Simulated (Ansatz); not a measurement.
Computed with Ansatz on PBE0-D4/def2-TZVP structures; ΔE is electronic, products minus reactants. CBS: MP2 limit from def2 TZ/QZ plus the TZ coupled-cluster correction, frozen cores. This one scheme is used for every species. Functionals use def2-TZVPP. B3LYP here is the variant with VWN-RPA as its local correlation; programs differ in this. Each species was taken in one conformer, which may not be the lowest.

Reaction (ligand exchange at the Si–N bond): `[SiH3]N[SiH2]O[SiH3]` + CH₃SH → `CS[SiH2]O[SiH3]` + `N[SiH3]`

**Question.** Is it downhill or uphill in electronic energy at CCSD(T)/CBS, and by how much? (Estimate.)

**Answer.** Computed: Uphill: ΔE = +9.4 kJ/mol.

**Question.** What do these levels give: r2SCAN-D4, PBE0-D4, B3LYP-D4, MP2/def2-TZVPP, MP2/def2-QZVPP, MP2/CBS(def2)? (Best estimate.)

**Answer.** Ansatz gave: r2SCAN-D4 5.0, PBE0-D4 3.2, B3LYP-D4 9.8, MP2/def2-TZVPP 9.3, MP2/def2-QZVPP 7.8, MP2/CBS(def2) 5.9 kJ/mol.

Largest T1 diagnostic among the species: 0.011.

In def2-TZVPP, CCSD(T) changes the Hartree–Fock value by −7.9 kJ/mol (the triples alone add −2.4 kJ/mol) and MP2 by −11.4 kJ/mol. From PBE to PBE0 (25 % exact exchange), in def2-TZVPP and without D4, ΔE moves by +3.7 kJ/mol.
